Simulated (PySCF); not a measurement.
# Computed records: C2H8BN, B2FH3N, AlB2H5N, B2H6N

Computed with PySCF 2.14.0. Calculation on a computer-drawn molecule: the log of a Hartree-Fock and frozen-core CCSD(T) single point meant for a local Hartree-Fock minimum, with one planted fault or none, to be diagnosed. Offsets are logged minus clean, where the clean run is the same molecule without the fault. The reference is restricted for singlets and unrestricted otherwise, and also for a bond in bohr or an excited solution. Adding or removing an electron swaps singlet and doublet. The excited solution moves the top pair (singlet) or top alpha electron (doublet) to the lowest empty orbital. Highest occupied and lowest empty are orbital energies over both spins, largest force is the largest gradient component, triples share is (T) over the correlation energy, the T1 limit is 0.02 restricted and 0.045 unrestricted, electrons count all cores, a negative frequency is imaginary (commonest isotopes), and the dipole is about the centre of nuclear charge.

Common to all runs: logged SCF converged yes; logged CC converged yes; logged SCF stable within its kind yes; possible faults no fault, one electron removed, one electron added, multiplicity raised by two, geometry at a saddle point, SCF held on an excited solution, minimal basis STO-3G, one bond length entered in bohr, all coordinates scaled.

(1) C2H8BN

Logged structure:
```xyz
12
C2H8BN
B     -0.7167    -0.5010    -2.5185
N     -0.0238    -0.6297    -1.3245
C     -0.0901     0.2428    -0.1683
C      1.2362     0.9308     0.1308
H     -1.4794     0.4168    -2.6690
H     -0.5418    -1.3137    -3.3874
H      0.6095    -1.3971    -1.2151
H     -0.8625     0.9875    -0.3579
H     -0.4092    -0.3299     0.7082
H      2.0260     0.1984     0.3205
H      1.1492     1.5644     1.0168
H      1.5486     1.5528    -0.7107
```

```
meant charge                         : 0
meant multiplicity                   : 1
meant basis                          : cc-pVDZ
logged electrons                     : 33
logged basis functions               : 96
logged spin squared                  : 0.7595
logged highest occupied              : 2.5014 eV
logged lowest empty                  : 8.8966 eV
logged largest force                 : 0.087479 hartree/bohr
logged T1 diagnostic                 : 0.016614
logged D1 diagnostic                 : 0.09477
logged triples share                 : 0.027449
logged dipole magnitude              : 8.9281 debye
logged energy HF                     : -159.44464 hartree
logged energy CCSD(T)                : -160.08069 hartree
planted fault                        : one electron added
HF energy offset from clean run      : 77.25 kcal/mol
CCSD(T) energy offset from clean run : 67.79 kcal/mol
```

Drawn bonds:
| atom | other atom | order |
| --- | --- | --- |
| 1 | 2 | 1 |
| 2 | 3 | 1 |
| 3 | 4 | 1 |
| 1 | 5 | 1 |
| 1 | 6 | 1 |
| 2 | 7 | 1 |
| 3 | 8 | 1 |
| 3 | 9 | 1 |
| 4 | 10 | 1 |
| 4 | 11 | 1 |
| 4 | 12 | 1 |

Notes: highest electron not bound in this basis.

(2) C2H8BN

Logged structure:
```xyz
12
C2H8BN
B     -0.7167    -0.5010    -2.5185
N     -0.0238    -0.6297    -1.3245
C     -0.0901     0.2428    -0.1683
C      1.2362     0.9308     0.1308
H     -1.4794     0.4168    -2.6690
H     -0.3862    -2.0368    -4.1604
H      0.6095    -1.3971    -1.2151
H     -0.8625     0.9875    -0.3579
H     -0.4092    -0.3299     0.7082
H      2.0260     0.1984     0.3205
H      1.1492     1.5644     1.0168
H      1.5486     1.5528    -0.7107
```

```
meant charge                         : 0
meant multiplicity                   : 1
meant basis                          : cc-pVDZ
logged electrons                     : 32
logged basis functions               : 96
logged spin squared                  : 0.61
logged highest occupied              : -9.0826 eV
logged lowest empty                  : 3.4609 eV
logged largest force                 : 0.020718 hartree/bohr
logged T1 diagnostic                 : 0.056007
logged D1 diagnostic                 : 0.27289
logged triples share                 : 0.032086
logged dipole magnitude              : 2.9768 debye
logged energy HF                     : -159.44593 hartree
logged energy CCSD(T)                : -160.06904 hartree
planted fault                        : one bond length entered in bohr, row 5 of the drawn bonds
HF energy offset from clean run      : 76.44 kcal/mol
CCSD(T) energy offset from clean run : 75.1 kcal/mol
```

Drawn bonds:
| atom | other atom | order |
| --- | --- | --- |
| 1 | 2 | 1 |
| 2 | 3 | 1 |
| 3 | 4 | 1 |
| 1 | 5 | 1 |
| 1 | 6 | 1 |
| 2 | 7 | 1 |
| 3 | 8 | 1 |
| 3 | 9 | 1 |
| 4 | 10 | 1 |
| 4 | 11 | 1 |
| 4 | 12 | 1 |

Notes: T1 above single-reference limit.

(3) B2FH3N

Logged structure:
```xyz
7
B2FH3N
B     -2.9245    -0.2871     0.4230
N     -2.5631    -0.3531    -1.0194
B     -1.3980    -0.8455    -1.4113
F     -0.3044    -1.3100    -1.7507
H     -3.9824     0.1660     0.6927
H     -2.1134    -0.6985     1.1882
H     -3.2199    -0.0153    -1.7095
```

```
meant charge                         : 1
meant multiplicity                   : 1
meant basis                          : cc-pVDZ
logged electrons                     : 29
logged basis functions               : 71
logged spin squared                  : 0.7979
logged highest occupied              : -4.6851 eV
logged lowest empty                  : 2.7066 eV
logged largest force                 : 0.057607 hartree/bohr
logged T1 diagnostic                 : 0.017406
logged D1 diagnostic                 : 0.06223
logged triples share                 : 0.026501
logged dipole magnitude              : 5.6128 debye
logged energy HF                     : -204.967 hartree
logged energy CCSD(T)                : -205.52137 hartree
planted fault                        : one electron added
HF energy offset from clean run      : -88.4 kcal/mol
CCSD(T) energy offset from clean run : -103.7 kcal/mol
```

Drawn bonds:
| atom | other atom | order |
| --- | --- | --- |
| 1 | 2 | 1 |
| 2 | 3 | 1 |
| 3 | 4 | 1 |
| 1 | 5 | 1 |
| 1 | 6 | 1 |
| 2 | 7 | 1 |

(4) AlB2H5N

Logged structure:
```xyz
9
AlB2H5N
B     -0.5677    -0.5524     1.2853
N     -0.3850     0.7356     0.5861
B      0.2682     0.7720    -0.5765
Al     1.3695     0.7679    -2.5177
H     -1.1528    -0.5477     2.3150
H     -0.1102    -1.5191     0.7624
H     -0.7611     1.5744     1.0037
H      1.4721     2.1977    -3.1195
H      1.8326    -0.6625    -2.9133
```

```
meant charge                         : 1
meant multiplicity                   : 1
meant basis                          : cc-pV(D+d)Z
logged electrons                     : 35
logged basis functions               : 90
logged spin squared                  : 0.7576
logged highest occupied              : -5.4815 eV
logged lowest empty                  : 1.609 eV
logged largest force                 : 0.079499 hartree/bohr
logged T1 diagnostic                 : 0.02204
logged D1 diagnostic                 : 0.10943
logged triples share                 : 0.030154
logged dipole magnitude              : 3.8104 debye
logged energy HF                     : -348.61338 hartree
logged energy CCSD(T)                : -349.05777 hartree
planted fault                        : one electron added
HF energy offset from clean run      : -113.8 kcal/mol
CCSD(T) energy offset from clean run : -127.7 kcal/mol
```

Drawn bonds:
| atom | other atom | order |
| --- | --- | --- |
| 1 | 2 | 1 |
| 2 | 3 | 1 |
| 3 | 4 | 1 |
| 1 | 5 | 1 |
| 1 | 6 | 1 |
| 2 | 7 | 1 |
| 4 | 8 | 1 |
| 4 | 9 | 1 |

(5) AlB2H5N

Structure as in entry 4.

```
meant charge                         : 1
meant multiplicity                   : 1
meant basis                          : cc-pV(D+d)Z
logged electrons                     : 34
logged basis functions               : 90
logged spin squared                  : 0
logged highest occupied              : -16.758 eV
logged lowest empty                  : -4.4393 eV
logged largest force                 : 1.826e-05 hartree/bohr
logged lowest frequency              : 77.804 cm⁻¹
logged T1 diagnostic                 : 0.013229
logged D1 diagnostic                 : 0.036655
logged triples share                 : 0.027442
logged dipole magnitude              : 1.643 debye
logged energy HF                     : -348.43209 hartree
logged energy CCSD(T)                : -348.8542 hartree
planted fault                        : no fault
HF energy offset from clean run      : 0 kcal/mol
CCSD(T) energy offset from clean run : 0 kcal/mol
```

Drawn bonds:
| atom | other atom | order |
| --- | --- | --- |
| 1 | 2 | 1 |
| 2 | 3 | 1 |
| 3 | 4 | 1 |
| 1 | 5 | 1 |
| 1 | 6 | 1 |
| 2 | 7 | 1 |
| 4 | 8 | 1 |
| 4 | 9 | 1 |

(6) B2H6N

Logged structure:
```xyz
9
B2H6N
B     -0.3938    -1.7754     0.6409
N      0.5122    -0.8218     0.2565
B      0.3905     0.4273    -0.6986
H     -0.0674    -2.6703     1.4098
H     -1.5381    -1.7693     0.2396
H      1.4263    -0.9269     0.6510
H      1.2104     0.3221    -1.6378
H     -0.7603     0.4925    -1.1497
H      0.6587     1.4718    -0.0642
```

```
meant charge                         : -1
meant multiplicity                   : 1
meant basis                          : aug-cc-pVDZ
logged electrons                     : 23
logged basis functions               : 123
logged spin squared                  : 0.7709
logged highest occupied              : -11.23 eV
logged lowest empty                  : -1.6771 eV
logged largest force                 : 0.074671 hartree/bohr
logged T1 diagnostic                 : 0.059531
logged D1 diagnostic                 : 0.33377
logged triples share                 : 0.031598
logged dipole magnitude              : 3.9733 debye
logged energy HF                     : -107.24835 hartree
logged energy CCSD(T)                : -107.67523 hartree
planted fault                        : one electron removed
HF energy offset from clean run      : 68.74 kcal/mol
CCSD(T) energy offset from clean run : 91.45 kcal/mol
```

Drawn bonds:
| atom | other atom | order |
| --- | --- | --- |
| 1 | 2 | 1 |
| 2 | 3 | 1 |
| 1 | 4 | 1 |
| 1 | 5 | 1 |
| 2 | 6 | 1 |
| 3 | 7 | 1 |
| 3 | 8 | 1 |
| 3 | 9 | 1 |

Notes: T1 above single-reference limit.

(7) AlB2H5N

Logged structure:
```xyz
9
AlB2H5N
B      0.0257    -1.6522     0.0099
N      1.1882    -0.8967     0.2789
B      1.2689     0.3003     1.0611
Al    -2.0692     2.0608     2.6248
H     -1.0321    -1.2750     0.4469
H      0.0858    -2.6554    -0.6447
H      2.0462    -1.2445    -0.1073
H      2.3686     0.7856     1.1799
H     -2.6171     1.7102     4.0832
```

```
meant charge                         : 0
meant multiplicity                   : 2
meant basis                          : cc-pV(D+d)Z
logged electrons                     : 35
logged basis functions               : 90
logged spin squared                  : 0.9598
logged highest occupied              : -7.7056 eV
logged lowest empty                  : 1.0878 eV
logged largest force                 : 0.016989 hartree/bohr
logged T1 diagnostic                 : 0.042111
logged D1 diagnostic                 : 0.17655
logged triples share                 : 0.02566
logged dipole magnitude              : 1.6644 debye
logged energy HF                     : -348.60371 hartree
logged energy CCSD(T)                : -349.0368 hartree
planted fault                        : one bond length entered in bohr, row 3 of the drawn bonds
HF energy offset from clean run      : 36.87 kcal/mol
CCSD(T) energy offset from clean run : 42.44 kcal/mol
```

Drawn bonds:
| atom | other atom | order |
| --- | --- | --- |
| 1 | 2 | 1 |
| 2 | 3 | 1 |
| 3 | 4 | 1 |
| 1 | 5 | 1 |
| 1 | 6 | 1 |
| 2 | 7 | 1 |
| 3 | 8 | 1 |
| 4 | 9 | 1 |

(8) AlB2H5N

Logged structure:
```xyz
9
AlB2H5N
B      0.0257    -1.6522     0.0099
N      1.1882    -0.8967     0.2789
B      1.2689     0.3003     1.0611
Al    -0.4976     1.2319     1.8886
H     -1.0321    -1.2750     0.4469
H      0.0858    -2.6554    -0.6447
H      2.0462    -1.2445    -0.1073
H      2.3686     0.7856     1.1799
H     -1.0454     0.8813     3.3470
```

```
meant charge                         : 0
meant multiplicity                   : 2
meant basis                          : cc-pV(D+d)Z
logged electrons                     : 35
logged basis functions               : 29
logged spin squared                  : 0.7671
logged highest occupied              : -3.8775 eV
logged lowest empty                  : 7.1573 eV
logged largest force                 : 0.033792 hartree/bohr
logged T1 diagnostic                 : 0.021355
logged D1 diagnostic                 : 0.083988
logged triples share                 : 0.022123
logged dipole magnitude              : 1.483 debye
logged energy HF                     : -344.38992 hartree
logged energy CCSD(T)                : -344.58675 hartree
planted fault                        : minimal basis STO-3G
HF energy offset from clean run      : 2681 kcal/mol
CCSD(T) energy offset from clean run : 2835 kcal/mol
```

Drawn bonds:
| atom | other atom | order |
| --- | --- | --- |
| 1 | 2 | 1 |
| 2 | 3 | 1 |
| 3 | 4 | 1 |
| 1 | 5 | 1 |
| 1 | 6 | 1 |
| 2 | 7 | 1 |
| 3 | 8 | 1 |
| 4 | 9 | 1 |
